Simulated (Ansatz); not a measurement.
Gas-phase electronic energies from Ansatz, PBE0-D4/def2-TZVP geometries. CCSD(T)/CBS is the MP2 limit (def2-TZVPP, def2-QZVPP) plus CCSD(T) − MP2 in def2-TZVPP, frozen cores. This one scheme is used for every species. DFT in def2-TZVPP. B3LYP here is the variant with VWN-RPA as its local correlation; programs differ in this. Each species was taken in one conformer, which may not be the lowest.

Consider the substitution at a C–O bond: `C#CCOC(=O)OC` + CH₃OH → `COC(=O)OC` + `C#CCO`.

```json
{"level": "r2SCAN-D4", "ΔE (kJ/mol)": "-11.3", "difference from CCSD(T)/CBS": "-2.1"}
{"level": "PBE0-D4", "ΔE (kJ/mol)": "-10.9", "difference from CCSD(T)/CBS": "-1.7"}
{"level": "B3LYP-D4", "ΔE (kJ/mol)": "-9.7", "difference from CCSD(T)/CBS": "-0.5"}
{"level": "ωB97X-V", "ΔE (kJ/mol)": "-10.9", "difference from CCSD(T)/CBS": "-1.7"}
{"level": "ωB97M-V", "ΔE (kJ/mol)": "-10.9", "difference from CCSD(T)/CBS": "-1.7"}
{"level": "B2PLYP", "ΔE (kJ/mol)": "-11.0", "difference from CCSD(T)/CBS": "-1.8"}
{"level": "PBE", "ΔE (kJ/mol)": "-12.3", "difference from CCSD(T)/CBS": "-3.1"}
{"level": "r2SCAN", "ΔE (kJ/mol)": "-12.1", "difference from CCSD(T)/CBS": "-2.9"}
{"level": "B3LYP", "ΔE (kJ/mol)": "-12.2", "difference from CCSD(T)/CBS": "-3.0"}
{"level": "HF/def2-TZVPP", "ΔE (kJ/mol)": "-13.6", "difference from CCSD(T)/CBS": "-4.4"}
{"level": "MP2/def2-TZVPP", "ΔE (kJ/mol)": "-9.0", "difference from CCSD(T)/CBS": "0.2"}
{"level": "SCS-MP2/def2-TZVPP", "ΔE (kJ/mol)": "-9.4", "difference from CCSD(T)/CBS": "-0.2"}
{"level": "CCSD(T)/def2-TZVPP", "ΔE (kJ/mol)": "-9.6", "difference from CCSD(T)/CBS": "-0.4"}
{"level": "HF/def2-QZVPP", "ΔE (kJ/mol)": "-13.3", "difference from CCSD(T)/CBS": "-4.1"}
{"level": "MP2/CBS(def2)", "ΔE (kJ/mol)": "-8.6", "difference from CCSD(T)/CBS": "0.6"}
{"level": "CCSD/CBS(def2)", "ΔE (kJ/mol)": "-9.9", "difference from CCSD(T)/CBS": "-0.7"}
{"level": "CCSD(T)/CBS", "ΔE (kJ/mol)": "-9.2", "difference from CCSD(T)/CBS": "0"}
```

Largest T1 diagnostic among the species: 0.014.

In def2-TZVPP, CCSD(T) changes the Hartree–Fock value by +4.0 kJ/mol (the triples alone add +0.6 kJ/mol) and MP2 by +4.6 kJ/mol.
